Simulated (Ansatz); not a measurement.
Reaction (ligand exchange at a Cd–O bond): `C[CH2][Cd][OH]` + H–F → `C[CH2][Cd][F]` + H₂O

Gas-phase electronic energies from Ansatz, PBE0-D4/def2-TZVP geometries. CCSD(T)/CBS adds triple-zeta CCSD(T) − MP2 to the extrapolated MP2 energy (def2 sets, frozen cores). This one scheme is used for every species. DFT in def2-TZVPP. B3LYP here is the variant with VWN-RPA as its local correlation; programs differ in this. Elements past krypton have def2 core potentials. For Cd outer-core shells are correlated without core-valence functions, which leaves a few kJ/mol of doubt a bond. Each species was taken in one conformer, which may not be the lowest.

`C[CH2][Cd][OH]`:

Cartesian coordinates in Å:
```
C -0.917 0.103 -1.258
C -0.039 -0.811 -0.412
Cd 0.771 0.082 1.310
O 1.488 0.823 2.998
H -0.369 0.973 -1.628
H -1.308 -0.426 -2.135
H -1.778 0.478 -0.700
H 0.802 -1.192 -0.998
H -0.603 -1.685 -0.074
H 1.952 1.656 2.897
```

H–F:

```xyz
2

F    -0.412    0.140    0.149
H     0.412   -0.140   -0.149
```

`C[CH2][Cd][F]`:

```xyz
9

C     0.972   -0.416   -0.556
C     0.203    0.511    0.375
Cd   -1.852    0.117    0.505
F    -3.765   -0.246    0.629
H     0.906   -1.461   -0.245
H     0.610   -0.360   -1.585
H     2.036   -0.152   -0.575
H     0.592    0.455    1.394
H     0.297    1.552    0.058
```

H₂O:

Z-matrix (Å, degrees):
```
O
H 1 0.960
H 1 0.960 2 105.1
```

```tsv
level	ΔE (kJ/mol)
PBE0-D4	-43.5
B3LYP	-48.1
CCSD/def2-SVP	-46.4
HF/def2-QZVPP	-56.8
```

What does CCSD(T)/CBS give? (Estimate.)

The calculation gave: -39.7 kJ/mol. The listed levels differ from it by -3.8, -8.4, -6.7, -17.1 kJ/mol.

Largest T1 diagnostic among the species: 0.014.

At CCSD(T), def2-SVP lies −4.3 kJ/mol from the extrapolated value and def2-TZVPP +3.3 kJ/mol. Leaving LDA and LC-ωPBE aside and taking each functional with its dispersion term where it has one, the values, not all of them listed here, spread over 9.7 kJ/mol, from B97M-V to PBE-QIDH. LDA lies +7.5 kJ/mol from PBE without D4.
